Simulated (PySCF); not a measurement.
YOCl, SMILES [O]=[Y][Cl].

Geometry: PBE0-D3(BJ)/def2-TZVP. The def2 effective core potentials stand for the cores of Y; spin–orbit coupling is left out.

Level of theory: PBE0-D3(BJ)/def2-TZVP (PySCF).

Frequencies are harmonic and unscaled.

```csv
mode,ν (cm⁻¹),IR (km/mol),moving atoms (share of kinetic energy)
1,131,27.4,"O 64 %, Cl 21 %, Y 15 %"
2,335,84.6,"Cl 68 %, Y 31 %"
3,876,260.6,"O 85 %, Y 15 %"
```
